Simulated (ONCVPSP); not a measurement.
# Pseudopotential generation for Cs: ONCV, PBEsol, scalar-relativistic.

Cs, optimised norm-conserving Vanderbilt (ONCV), made with ONCVPSP 4.0.1 (PBEsol, scalar-relativistic). Core [Kr] 4d10, reference 5s2 5p6 6s1. Waves: 5s+6s: rc 2.95 bohr, ncon 4, nbas 8, qcut 5 1/bohr, 2 projectors; 5p: rc 2.70 bohr, ncon 4, nbas 7, qcut 6.4 1/bohr, 2 projectors, debl 1.1 Ha; d scattering state at 0.12 Ha: rc 2.70 bohr, ncon 3, nbas 8, qcut 3.3 1/bohr, local. Local part: the d channel. Core correction: none.

In the d channel the program set the typed energies aside and used 0.050 Ha.

All-electron outer shells of the reference configuration (PBEsol, scalar-relativistic, ld1.x):

```csv
shell,level (eV),outermost node (bohr),outermost maximum (bohr)
5s,-26.79,0.82,1.54
5p,-13.55,0.89,1.79
6s,-2.08,2.11,4.80
```

Problem. Does the generator finish with these settings?

Solution. Yes, a potential is produced and its reference levels are reproduced.

Problem. Estimate the cutoffs (Ha) at which the residual kinetic energy of the hardest occupied pseudo-wave falls to 1 and 0.1 mHa per electron.

Solution. 10 Ha and 13 Ha.

Problem. Does the potential have ghost states?

Solution. No bound ghost flagged; no localised positive-energy state flagged.

Problem. Which valence shell sets the plane-wave cutoff?

Solution. 5p: 10 Ha for 1 mHa per electron, against 7 Ha for 5s.

Problem. Tests: 5s2 5p6 6s0; 5s2 5p6 6s0.5; 5s2 5p6 6s0 6p1; 5s2 5p5 6s1. Which has the largest error in its energy relative to the reference configuration, and how large is it?

Solution. 5s2 5p5 6s1, with -7.9 meV (all-electron minus pseudo) on +17.89 eV.
